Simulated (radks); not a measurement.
Species: Au67+. Configuration: [Ne] 3s2 (the NIST ground configuration). Method: scalar-relativistic Kohn-Sham, LDA (Slater exchange, Perdew-Wang correlation), spin-polarised, spherical densities, finite nucleus; Fermi nuclear charge, rms radius 5.4371 fm; computed with a radial shooting solver on a logarithmic mesh with Libxc functionals.

Local quantities along the radius. ELF = 1/(1 + alpha^2) is the electron localisation function; alpha = (tau - tau_W)/tau_unif compares the Pauli kinetic energy density with that of the uniform gas (summed over spins). tau is taken from the large components.

```
   r/bohr * ELF (the largest magnitude, 1, reaches the edge; | marks zero)
 0.001351 |                                                      *
 0.001499 |                                                      *
 0.001676 |                                                      *
  0.00186 |                                                      *
 0.002064 |                                                      *
 0.002309 |                                                      *
 0.002562 |                                                      *
 0.002865 |                                                      *
 0.003179 |                                                      *
 0.003528 |                                                      *
 0.003946 |                                                      *
 0.004378 |                                                      *
 0.004897 |                                                      *
 0.005434 |                                                      *
 0.006029 |                                                      *
 0.006744 |                                                      *
 0.007483 |                                                     *
  0.00837 |                                                     *
 0.009287 |                                                     *
  0.01031 |                                                    *
  0.01153 |                                                  *
  0.01279 |                                                *
  0.01431 |                                           *
  0.01587 |                                     *
  0.01761 |                              *
   0.0197 |                       *
  0.02186 |                  *
  0.02426 |                *
  0.02713 |                *
   0.0301 |                   *
  0.03367 |                        *
  0.03736 |                               *
  0.04146 |                                     *
  0.04637 |                                          *
  0.05145 |                                             *
  0.05755 |                                              *
  0.06386 |                                              *
  0.07085 |                                             *
  0.07925 |                                         *
  0.08794 |                                *
  0.09836 |                   *
   0.1091 |          *
   0.1211 |      *
   0.1355 |        *
   0.1503 |                *
   0.1681 |                                 *
   0.1865 |                                              *
    0.207 |                                                   *
   0.2315 |                                                     *
   0.2569 |                                                      *
   0.2873 |                                                      *
   0.3188 |                                                      *
   0.3538 |                                                      *
   0.3957 |                                                      *
   0.4391 |                                                      *
   0.4911 |                                                      *
   0.5449 |                                                      *
```

On this mesh the ELF has minima near r = 0.024, 0.12 bohr, which separate the shells, and maxima near 0.064 (0.86).
